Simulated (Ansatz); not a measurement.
C10H10Cl2Hf (`[Cl][Hf]12345678([Cl])([C@H]9[C@@H]1[C@@H]2[C@@H]3[C@H]94)[C@H]1[C@@H]5[C@@H]6[C@@H]7[C@H]18`), relaxed with RKS PBE0-D4/def2-TZVP in Ansatz 0.2.0 from a GFN2-xTB geometry. The force threshold is 0.005 eV/Å; the program also tests the step.

Charge 0, multiplicity 1. Hf takes the def2 core potential.

Start:

```xyz
23

Cl    1.011    1.100   -2.410
Hf    0.078    0.582   -0.360
Cl   -0.473    2.795    0.018
C     2.540    0.438    0.187
C     1.970   -0.854    0.293
C     1.068   -0.838    1.386
C     1.039    0.476    1.911
C     1.966    1.255    1.177
C    -1.210   -1.534   -0.496
C    -1.307   -0.926   -1.767
C    -2.049    0.270   -1.622
C    -2.413    0.398   -0.264
C    -1.886   -0.709    0.438
H     3.343    0.720   -0.478
H     2.305   -1.734   -0.239
H     0.609   -1.706    1.838
H     0.536    0.785    2.818
H     2.250    2.273    1.402
H    -0.833   -2.530   -0.306
H    -0.988   -1.361   -2.703
H    -2.370    0.916   -2.428
H    -3.074    1.149    0.144
H    -2.112   -0.966    1.463
```

How much energy does the relaxation release, and in how many steps? (Estimate.)

The calculation gave: 46.25 kJ/mol, in 21 steps.

Which bonds change most? (Estimate.)

Ansatz gave: Hf2–Cl3 from 2.312 to 2.410 Å; Cl1–Hf2 from 2.312 to 2.410 Å; Hf2–C7 from 2.468 to 2.521 Å; Hf2–C6 from 2.458 to 2.507 Å.

Give the relaxed structure. (Estimate.)

Computed: 
```xyz
23

Cl    0.949    1.399   -2.364
Hf    0.027    0.637   -0.271
Cl   -0.773    2.736    0.603
C     2.506    0.272    0.115
C     1.846   -0.945    0.382
C     1.051   -0.761    1.541
C     1.198    0.573    1.960
C     2.094    1.214    1.072
C    -1.151   -1.558   -0.549
C    -1.211   -0.932   -1.806
C    -2.031    0.216   -1.685
C    -2.482    0.288   -0.356
C    -1.922   -0.792    0.359
H     3.166    0.463   -0.717
H     1.955   -1.862   -0.179
H     0.440   -1.512    2.018
H     0.694    1.039    2.793
H     2.378    2.255    1.106
H    -0.612   -2.464   -0.317
H    -0.699   -1.249   -2.702
H    -2.239    0.928   -2.468
H    -3.102    1.067    0.059
H    -2.083   -1.010    1.405
```
